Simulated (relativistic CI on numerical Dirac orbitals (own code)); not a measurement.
# Spin-allowed bands of a d7 ion in an octahedral site, by hand

Problem. Take Δ = 7990 cm⁻¹ and B = 470 cm⁻¹ for a high-spin d7 ion in an octahedral site. Calculate the three spin-allowed bands.

Working.
1. The terms of highest spin are 4F (energy 0) and 4P (15B = 7050 cm⁻¹). Here the F term splits into A2 at +1.2Δ = 9588, T2 at +0.2Δ = 1598 and T1 at −0.6Δ = -4794 cm⁻¹.
2. The two T1 states mix through the element 0.4Δ: H = [[-4794, 3196], [3196, 7050]], with roots ½(H₁₁ + H₂₂) ∓ ½√[(H₂₂ − H₁₁)² + 4H₁₂²] = ½(2256) ∓ ½(13459) = -5601 and 7857 cm⁻¹.
3. The ground term is 4T1 at -5601 cm⁻¹.
4. Bands: 4T2 7199 cm⁻¹ (1389 nm), 4T1(P) 13459 cm⁻¹ (743 nm), 4A2 15189 cm⁻¹ (658 nm).

Check. Exact diagonalisation of the whole d7 shell with these parameters gives 4T2 7199, 4T1 13459, 4A2 15189 cm⁻¹. The match is exact, since without spin-orbit coupling no other term has this spin. The ratio of the second band to the first, 1.869, depends on Δ/B = 17.0 alone, which is how a Tanabe-Sugano diagram is read.
